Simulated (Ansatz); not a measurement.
Basis-set extrapolation for C₂H₆AlO₂, SMILES `C[O][Al][O]C` radical (PBE0-D4/def2-TZVP geometry, frozen core, the Gaussian-basis code of Ansatz). Multiplicity 2, UHF reference.

```tsv
	def2-TZVPP	def2-QZVPP
HF	-471.034745	-471.053686
MP2 correlation	-0.875455	-0.940760
CCSD(T) correlation	-0.939760	not run
```

Energies in hartree. Use E(X) = E(∞) + A·exp(−7.88·√X) for Hartree–Fock and E(X) = E(∞) + B·X^(−2.97) for correlation, with X = 3 and 4, and add CCSD(T) minus MP2 of the smaller set to the MP2 limit.

What is the CCSD(T) energy at the basis-set limit?

HF limit: -471.053686 + (-0.018941) × 0.13774 = -471.05629. MP2 limit: -0.940760 + (-0.065305) × 0.74074 = -0.98913. Higher-order term: -0.939760 − (-0.875455) = -0.06431. Total: -472.10973 hartree, 355.0 kJ/mol below CCSD(T)/def2-TZVPP.
